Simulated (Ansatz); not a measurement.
Molecule: C4H10O, charge 0, multiplicity 1. SMILES: CC(CO)C
Geometry: optimised at B3LYP-D3(BJ)/def2-TZVP (Ansatz, a program for electronic structure).

Wanted: atomisation energy, in kcal/mol. Set-up: spin-orbit terms left out; dispersion terms only where a functional's name holds one; valence correlation only; open shells spin-unrestricted; atomisation electronic, to ground-state atoms; non-relativistic; 6-31G* and kin with 6d, 5d where marked. Basis-set limits of correlation are two-point, X^-3; Hartree-Fock from the larger set. First-principles rows: single points at B3LYP-D3(BJ) geometries (Ansatz).

```tsv
species	coefficient	E at HF/6-31G* (Ansatz), Eh	E at PBE0/def2-TZVPD (Ansatz), Eh
CC(C)CO	-1	-232.14496	-233.48025
C atom	+4	-37.68086	-37.80543
H atom	+10	-0.49823	-0.50104
O atom	+1	-74.78393	-75.01925
```

Coupled cluster (Ansatz) is a level with limits of its own, used here on species with T1 under 0.025 (0.045 for open shells) and stable references: CCSD(T)/CBS(cc-pVTZ,cc-pVQZ). Value to compare with, CCSD(T)/CBS(cc-pVTZ,cc-pVQZ) (Ansatz): 1399.1 kcal/mol. 1 Eh = 627.5095 kcal/mol.

Compute it at each level from the table, and compare with CCSD(T)/CBS(cc-pVTZ,cc-pVQZ) (Ansatz).


- HF/6-31G*: the sum of coefficient times E is 1.65529 Eh, or 1038.71 kcal/mol. Result: 1038.7 kcal/mol. Its difference against CCSD(T)/CBS(cc-pVTZ,cc-pVQZ) (Ansatz) is -360.4 kcal/mol.
- PBE0/def2-TZVPD: the sum of coefficient times E is 2.22888 Eh, or 1398.64 kcal/mol. Result: 1398.6 kcal/mol. Its difference against CCSD(T)/CBS(cc-pVTZ,cc-pVQZ) (Ansatz) is -0.5 kcal/mol.
